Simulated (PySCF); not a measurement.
**A thermochemical cycle for TaH**

CCSD(T) in PySCF with def2-TZVPPD on every atom (core potentials on Ta), for the lowest determinant that a PBE0 search found; no spin–orbit coupling. TaH, a quintet (σ ↑, π ↑↑, δ ↑), has De = 2.34 eV to neutral atoms, and TaH⁺, a quartet (σ ↑, π ↑, δ ↑), has De = 2.66 eV to Ta⁺ (5d3 6s1) + H.

At the same level the Ta atom ionises at 7.34 eV.

Q: What is the adiabatic ionisation energy of the molecule, and does ionisation strengthen or weaken the bond?

A: IE = IE(Ta) + De(neutral) − De(ion) = 7.34 + 2.34 − 2.66 = 7.02 eV. De changes by +0.32 eV, so ionisation strengthens the bond.

Correlated steps freeze no core orbitals. These are scalar-relativistic numbers at best; spin–orbit coupling would shift them, the dissociation energy most. For an ion De counts to the pair picked by the measured ionisation energies or electron affinities, which need not be the lowest pair at this level. The state is the lowest single determinant that the PBE0 search found; with open d or f shells the true ground state can be another one.
